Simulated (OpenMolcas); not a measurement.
**Ar2+: Slater's ratio, worked from levels**

| Quantity | Value |
| --- | --- |
| Program | OpenMolcas |
| Basis | ANO-RCC [8s7p5d4f2g] |
| Scalar Hamiltonian | DKH2, point nucleus |
| Active space | 6 electrons in 8 orbitals (3s 3p 4s 4p) |
| State averaging | 2S+1 = 3 even, 3 roots; 2S+1 = 1 even, 6 roots; 2S+1 = 3 odd, 3 roots; 2S+1 = 1 odd, 3 roots |
| Spin-orbit coupling | state interaction with AMFI integrals over the reference wave functions, term energies averaged over their components |

Methods: CASSCF; SS-CASPT2, IPEA 0.25 Eh, imaginary shift 0.1 Eh (closed shells correlated: 2s 2p). Measured levels: Saloman, J. Phys. Chem. Ref. Data 39, 033101 (2010).

**Slater's ratio.** With one set of orbitals, p4 has 1D - 3P = 6 F2 and 1S - 1D = 9 F2 (F2 = F²/25), a ratio of 3/2. Term energies are centres of gravity, weighted by 2J + 1.

```csv
Source,1D - 3P,1S - 3P,F2 from the first,Ratio
CASSCF,16310,30531,2718,0.872
SS-CASPT2,13806,33320,2301,1.413
measured,13465,32721,2244,1.430
```

Energies in cm-1. A ratio away from 3/2 shows effects beyond one configuration with one set of orbitals, and in heavier atoms second-order spin-orbit shifts. In CASSCF the valence s occupation is 1.94 in 1S against 2.00 in 1D: mixing out of s² acts most on 1S and pulls it down.

CASPT2 breaks the degeneracy within a term, and the mean is taken; among the terms shown or strongly mixed into the levels shown the widest spread is 51 cm-1 (3s2 3p4 1D, SS-CASPT2). Over all roots computed the reference weight is 0.86 to 0.96 in SS-CASPT2; the roots of lowest weight are the least certain, and an intruder state may touch them. Active for correlation alone: 4p 4s; no level in the range computed is led by a configuration that fills them, so any true level of that kind is missing. Computed and measured levels are paired by configuration, term and J; levels that our copy of the source lacks, or whose pairing is in doubt (as where it misses far off the trend of its configuration), stay unpaired and out of the deviations. Only configurations of the active space appear.
